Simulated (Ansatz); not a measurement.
Consider the hydrogenolysis of a B–Sb bond: `N[BH][SbH2]` + H₂ → `BN` + `[SbH3]`.

Program: Ansatz. Geometries: PBE0-D4/def2-TZVP. ΔE: electronic, gas phase. CCSD(T)/CBS adds triple-zeta CCSD(T) − MP2 to the extrapolated MP2 energy (def2 sets, frozen cores). This one scheme is used for every species. DFT in def2-TZVPP. B3LYP here is the variant with VWN-RPA as its local correlation; programs differ in this. Elements past krypton have def2 core potentials. For Sb outer-core shells are correlated without core-valence functions, which leaves a few kJ/mol of doubt a bond. One conformer a species, not always the lowest.

Question: Is it downhill or uphill in electronic energy at CCSD(T)/CBS, and by how much? (An estimate is asked.)

Answer: The calculation gave: Downhill: ΔE = -0.10 eV.

Question: What do these levels give: revPBE-D4, PBE0-D4, B3LYP-D4, CAM-B3LYP-D4, HF/def2-TZVPP, CCSD/def2-TZVPP? (Estimate.)

Answer: The calculation gave: revPBE-D4 -0.06, PBE0-D4 -0.14, B3LYP-D4 -0.20, CAM-B3LYP-D4 -0.26, HF/def2-TZVPP -0.45, CCSD/def2-TZVPP -0.23 eV.

Largest T1 diagnostic among the species: 0.014.

At CCSD(T), def2-SVP lies −0.15 eV from the extrapolated value and def2-TZVPP −0.06 eV. Leaving LDA and LC-ωPBE aside and taking each functional with its dispersion term where it has one, the values, not all of them listed here, spread over 0.22 eV, from B97M-V to revPBE-D4. LDA lies +0.03 eV from PBE without D4.
